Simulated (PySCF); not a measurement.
Ge(H)(F)(NH2)2 (FGeH5N2), SMILES [NH2][GeH]([NH2])[F]. Atoms are numbered in the order given.

```xyz
9

Ge    -0.0561     0.1829    -0.1953
N      1.3455    -0.8041    -0.7554
N     -1.3435    -0.9961     0.2886
F      0.2384     1.0565     1.2919
H     -0.3430     1.2794    -1.2330
H      1.6477    -1.5371    -0.1204
H      2.1467    -0.3057    -1.1287
H     -2.1117    -0.6074     0.8269
H     -1.7034    -1.5881    -0.4536
```
Charge 0, spin multiplicity 1.

Geometry optimised at PBE0-D3(BJ)/def2-SVP. This is a generated structure with no PubChem entry under its InChIKey; it may be hypothetical. One conformer was computed; it need not be the lowest.

All values below come from ωB97X/def2-TZVP run with PySCF.

ESP charges are fitted to the potential on shells at 1.4 to 2.0 van der Waals radii. Atomic charges (e):

```
atom  ESP fit  Löwdin
----  -------  ------
Ge1      0.92    0.30
N2      -0.99   -0.34
N3      -0.89   -0.34
F4      -0.38   -0.17
H5      -0.11   -0.07
H6       0.40    0.16
H7       0.37    0.15
H8       0.34    0.15
H9       0.34    0.15
```
